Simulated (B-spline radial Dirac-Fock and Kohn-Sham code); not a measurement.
# Yb⁶⁺: non-radiative channels of the 4s vacancy

System: Yb⁶⁺ in the configuration [Kr] 4d10 4f12 5s2 5p4.

The computed values come from a radial B-spline solver: one-electron (LDA, Dirac) transition rates at Dirac-Fock energies. Kinetic energies are configuration averages from the vacuum level; the two-hole energies are estimated from single-hole states.

```
transition  kinetic energy (eV)  width (meV)  share (%)
   N1-N3O2                    –          614        8.0
   N1-N3N6                    –         1570       20.5
   N1-N3O3                    –          794       10.3
   N1-N3N7                    –         1990       25.8
   N1-N4O1                127.6          261        3.4
   N1-N5O1                136.9          376        4.9
   N1-N5N6                174.0          181        2.4
   N1-N6O1                322.9          221        2.9
   N1-N7O1                324.5          289        3.8
   N1-N6N7                362.0          190        2.5
```

A dash stands for an energy that rests on an unreliable hole state.

Coster-Kronig rates are the weakest part of this model and often come out 1.5 to 2.5 times too large. Super-Coster-Kronig decay this fast strains the one-particle picture, and such widths tend to come out too large. Channels within a few eV of threshold rest on estimated energies and may be closed in reality. The listed channels hold 84 % of the non-radiative rate. Summed by principal shells, of 7.69 eV in all: NNN 59.1 %, NNO 40.1 %, NOO 0.8 %.
